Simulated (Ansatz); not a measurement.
Input and output for C2H4BN, SMILES `BC#CN`.

```yaml
crystal:
  periodic: [false, false, false]
  atoms:
    - {symbol: B, position_ang: [-0.490890, 1.916587, -0.227472]}
    - {symbol: C, position_ang: [-0.122350, 0.504662, -0.065708]}
    - {symbol: C, position_ang: [0.185251, -0.673725, 0.069504]}
    - {symbol: N, position_ang: [0.513633, -1.930105, 0.213317]}
    - {symbol: H, position_ang: [0.038353, 2.582155, -1.069515]}
    - {symbol: H, position_ang: [-1.321509, 2.405058, 0.482159]}
    - {symbol: H, position_ang: [1.209806, -2.357022, -0.373732]}
    - {symbol: H, position_ang: [0.079905, -2.504810, 0.915547]}
basis:
  gaussian: {orbitals: def2-TZVP, final_grid: {core_spheres: 1, valence_spheres: 1, degree: 1}}
hamiltonian: {xc: {name: wB97M-V}}
correlation: {electrons: outside_noble_gas}
```

```sh
$ ansatz run in.yaml --threads 2 --pin off --events-out ev --progress --plain --max-ram 4352MiB
```

It prints (some lines left out):

```
Error: invalid value for `correlation`: name a method or an active space
```
